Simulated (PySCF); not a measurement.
Species: [VS4]3- (charge -3 and singlet state).
Bonds: V1–S2, V1–S3, V1–S4, V1–S5.

Method used: PBE0-D3(BJ)/def2-SVP geometry optimisation, gas phase (PySCF 2.14.0).

(1) How far are the bound atoms from V1?

(2) List the angles at V1.

(3) What is the shape at V1?

(4) What are the rotational constants (commonest isotopes, rigid rotor)?

Results:

(1) 4 atoms: S3 2.171 Å, S5 2.175 Å, S4 2.175 Å, S2 2.176 Å.

(2) 
```csv
angle,degrees,distance of the outer atoms (Å)
S2–V1–S5,109.7,3.56
S2–V1–S4,109.7,3.56
S4–V1–S5,109.5,3.55
S3–V1–S4,109.4,3.55
S2–V1–S3,109.3,3.55
S3–V1–S5,109.2,3.54
```

(3) Tetrahedral: angles from 109.2° to 109.7°; τ4 = (360° − α − β)/141° = 1.00 with α and β the two widest (0 for a square, 1 for a tetrahedron). Differences among atoms that Td makes equivalent are scatter left by the optimiser.

(4) A = 1257, B = 1255, C = 1250 MHz: a spherical top.

Point group: Td (tolerance 0.08 Å). Charge -3, singlet. Whether so highly charged an anion holds all its electrons in the gas phase wasn't checked; a finite basis holds them in any case. No counter-ion or solvent screens the charge of this multiply charged ion. No frequency check.

Hardware: one thread of an Arm Neoverse N1, on a shared host. Cost: 33 s of wall time. That covers the optimisation of the geometry.
